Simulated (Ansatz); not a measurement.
CrN₄F₂H₁₂ (relaxed from a model of trans-CrF2(NH3)4, whose bonding it doesn't keep) was relaxed with PBE-D4 (def2-SVP) in Ansatz in these states: charge +1 quartet, charge -1 sextet, neutral quintet. The geometries follow in no particular order.

A:

```xyz
19

Cr    0.071    0.026    0.030
F     0.064    1.899   -0.214
F     0.050   -1.847    0.282
N     0.541   -0.155   -2.024
H     1.158    0.619   -2.305
H    -0.299   -0.070   -2.613
H     0.989   -1.095   -2.227
N    -0.403    0.210    2.080
H    -0.900   -0.639    2.380
H    -0.983    1.085    2.239
H     0.436    0.281    2.672
N    -1.592    2.761    1.817
H    -2.551    2.938    1.489
H    -0.994    2.656    0.963
H    -1.294    3.622    2.294
N     1.426   -2.835   -1.886
H     2.380   -3.135   -1.646
H     0.986   -3.641   -2.349
H     0.918   -2.683   -0.982
```

B:

```xyz
19

Cr   -0.001   -0.050   -0.021
F     1.310   -0.236   -1.395
F    -1.303    0.139    1.362
N    -1.072    1.234   -1.313
H    -0.819    0.982   -2.283
H    -0.778    2.218   -1.169
H    -2.110    1.173   -1.145
N     1.077   -1.324    1.270
H     0.769   -1.114    2.234
H     2.115   -1.198    1.147
H     0.849   -2.318    1.082
N     3.597   -0.575    0.079
H     3.898    0.392    0.289
H     2.813   -0.449   -0.617
H     4.380   -0.997   -0.445
N    -3.599    0.684   -0.028
H    -4.025   -0.241   -0.207
H    -4.299    1.204    0.527
H    -2.801    0.476    0.633
```

C:

```
atom   x (Å)   y (Å)   z (Å)
 Cr1  -0.263  -0.124   0.538
  F2  -1.297   0.241  -0.807
  F3   1.470  -0.165   0.481
  N4  -0.374   1.803   1.287
  H5  -0.606   1.899   2.288
  H6  -1.077   2.353   0.769
  H7   0.604   2.276   1.133
  N8  -0.429  -2.178   0.343
  H9   0.500  -2.623   0.396
 H10  -0.845  -2.386  -0.651
 H11  -1.026  -2.664   1.031
 N12  -1.503  -2.484  -2.196
 H13  -0.871  -2.814  -2.940
 H14  -1.746  -1.510  -2.433
 H15  -2.369  -3.033  -2.298
 N16   2.174   2.799   0.829
 H17   2.691   3.208   1.621
 H18   2.287   3.459   0.047
 H19   2.681   1.943   0.561
```

Judge from the bond lengths which geometry belongs to which state (an estimate).

A is the neutral quintet (Cr1–F3 1.890 Å, Cr1–F2 1.888 Å, Cr1–N4 2.115 Å); B is the charge -1 sextet (Cr1–F3 1.909 Å, Cr1–F2 1.908 Å, Cr1–N4 2.112 Å); C is the charge +1 quartet (Cr1–F3 1.735 Å, Cr1–F2 1.735 Å, Cr1–N4 2.070 Å).

At PBE-D4/def2-SVP the highest occupied level of the relaxed charge -1 sextet lies above zero (up to 2.77 eV). By energy differences, losing it releases 1.29 eV (each at its own geometry, to the charge 0 quintet, at PBE0-D4/def2-TZVP). At PBE-D4/def2-SVP an occupied level of the relaxed charge -1 sextet lies above an empty one of the other spin, so a lower spin may lie lower. The name describes the quintet; other states may take another shape.
